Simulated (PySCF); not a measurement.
Gas-phase equilibrium of 1 mol TiCl4, 8 mol O2 at 1600 K and 0.0100 bar, among 9 species (ClO, O2, O, TiCl4, O3, TiOCl2, Cl, Cl2, TiO2). Only gases are allowed; each row takes one source of thermochemistry for all species, and Cantera finds the minimum.

Energies from PySCF (xtb for GFN2), thermal terms from the rigid-rotor harmonic-oscillator model, ideal gas at 1 bar. 'Table' is the NASA 1993 thermochemical table (part measured, part estimated). After a fit of one offset per element over all species, the range-separated, M06-2X, PBE0/def2-QZVP and CCSD(T)/def2-TZVPP enthalpies, where run, lie to one side of the table for O3 (+19 kJ/mol), TiOCl2 (-50 kJ/mol): a fault of the table's entry, another state or a shared error of the levels is possible; this was not checked at source. S°(298 K) at PBE0/def2-TZVP differs from the NASA 1993 table for TiOCl2 (+10 J/mol/K); whether the harmonic model or the table's entry is off was not settled. † marks an energy on the PBE0/def2-TZVP geometry and frequencies; other levels use their own. Open shells (unrestricted) among the columns below: ClO (multiplicity 2, electronic degeneracy 4), O2 (multiplicity 3), Cl (multiplicity 2, electronic degeneracy 6); the rest are closed-shell singlets. GFN2 has no spin-polarisation term. Spin-orbit splitting is ignored; it lowers the true energy and changes the entropy of ClO, Cl. The harmonic model lacks anharmonicity and excited electronic states, which grow with temperature; levels with a mode under 35 cm⁻¹ are left out. Strong static correlation: O3. Soft modes under 120 cm⁻¹ make the harmonic entropy rough for TiCl4, TiOCl2. The table's entry may be an old estimate for ClO, TiOCl2 (not checked at source). Warning, point group unlike the PBE0 one: TiOCl2 (GFN2-xTB).

Molecules larger than those listed are left out. Table species left out: Ti, TiCl, TiCl2, TiCl3, TiO, TiOCl.

With table thermochemistry: O2 0.78, O3 4.5e-10, Cl 0.11, TiOCl2 0.061, Cl2 0.0093, TiCl4 0.040, ClO 0.00020.

Question: How far does the composition move with the other sources (BLYP/def2-TZVP†, GFN2-xTB, PBE/def2-TZVP†, PBE0/def2-SVP†, PBE0/def2-TZVP, ωB97M-V/def2-TZVP†)?

Answer: 
| thermochemistry | x O2 | x O3 | x Cl | x TiOCl2 | x Cl2 | x TiCl4 | x ClO |
|---|---|---|---|---|---|---|---|
| table | 0.78 | 4.5e-10 | 0.11 | 0.061 | 0.0093 | 0.040 | 0.00020 |
| BLYP/def2-TZVP† | 0.72 | 1.6e-10 | 0.17 | 0.095 | 0.012 | 0.0011 | 0.00044 |
| GFN2-xTB | 0.091 | 0.62 | 0.046 | 0.13 | 0.096 | 0.0092 | 0.015 |
| PBE/def2-TZVP† | 0.76 | 5.0e-10 | 0.094 | 0.093 | 0.046 | 0.0079 | 0.00059 |
| PBE0/def2-SVP† | 0.72 | 1.4e-12 | 0.18 | 0.091 | 0.0032 | 0.0053 | 1.8e-5 |
| PBE0/def2-TZVP | 0.74 | 4.0e-12 | 0.15 | 0.092 | 0.018 | 0.0053 | 0.00023 |
| ωB97M-V/def2-TZVP† | 0.73 | 5.7e-12 | 0.15 | 0.096 | 0.023 | 0.0022 | 0.00024 |
The most sensitive of these is O3: it spans a factor of 10^11.6 over these rows; at this temperature one factor of ten is RT ln 10 = 31 kJ/mol.
